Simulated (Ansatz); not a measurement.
`[SH][Ge][Cl]`, relaxed with RKS PBE0-D4/def2-TZVP in the Gaussian-basis code of Ansatz from a PBE-D4/def2-SVP geometry. The force threshold is 0.005 eV/Å; the program also tests the step.

Charge 0, multiplicity 1.

Start:

```xyz
4

S     0.693    0.195    1.306
Ge    0.297   -1.323   -0.340
Cl   -0.963   -0.060   -1.679
H    -0.028    1.189    0.713
```

By how much does the energy fall, and how many steps does the optimiser take? (Estimate.)

The calculation gave: 1.97 kJ/mol, in 5 steps.

Which bonds change most? (Estimate.)

The calculation gave: S1–Ge2 from 2.274 to 2.239 Å; Ge2–Cl3 from 2.231 to 2.198 Å; S1–H4 from 1.364 to 1.344 Å.

Give the relaxed structure. (An estimate is asked.)

Computed: 
```xyz
4

S     0.681    0.189    1.282
Ge    0.291   -1.306   -0.339
Cl   -0.951   -0.072   -1.667
H    -0.021    1.189    0.724
```
